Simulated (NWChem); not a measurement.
System: CH₄O₃Si; SMILES O=C(O)[SiH2]O

Here is an NWChem input.

```
start job
memory heap 200 mb stack 900 mb global 1100 mb
geometry units angstroms
  O      1.347995    -0.955332     0.000000
  C      0.134579    -0.838748     0.000000
  O     -0.697263    -1.900780     0.000000
  Si    -0.666095     0.914137     0.000000
  O      0.664102     1.901056     0.000000
  H     -0.138253    -2.706327     0.000000
  H     -1.501980     1.078956     1.214005
  H     -1.501980     1.078956    -1.214005
  H      1.481913     1.372442     0.000000
end
basis spherical
  * library 3-21g
end
dft
  xc hfexch
  iterations 150
end
driver
  maxiter 120
end
task dft optimize
task dft freq
```

The level has its own optimisation; frequencies are unscaled. Brackets give each atom's bonded neighbours.

Q: What results follow from this input? (Hartree-Fock/3-21G.) Quantities: r C–O [C(OOSi)–O(C)] (Å); r C–O [C(OOSi)–O(CH)] (Å); r C–Si (Å); r H–O [H(O)–O(CH)] (Å); highest harmonic frequency (cm⁻¹); lowest (cm⁻¹); zero-point energy (kcal/mol); dipole (D).

A: 
```
Item                               Result
---------------------------------  ------
r C–O [C(OOSi)–O(C)] (Å)            1.207
r C–O [C(OOSi)–O(CH)] (Å)           1.358
r C–Si (Å)                          1.928
r H–O [H(O)–O(CH)] (Å)              0.972
highest harmonic frequency (cm⁻¹)    3949
lowest (cm⁻¹)                          70
zero-point energy (kcal/mol)         36.6
dipole (D)                           1.54
```
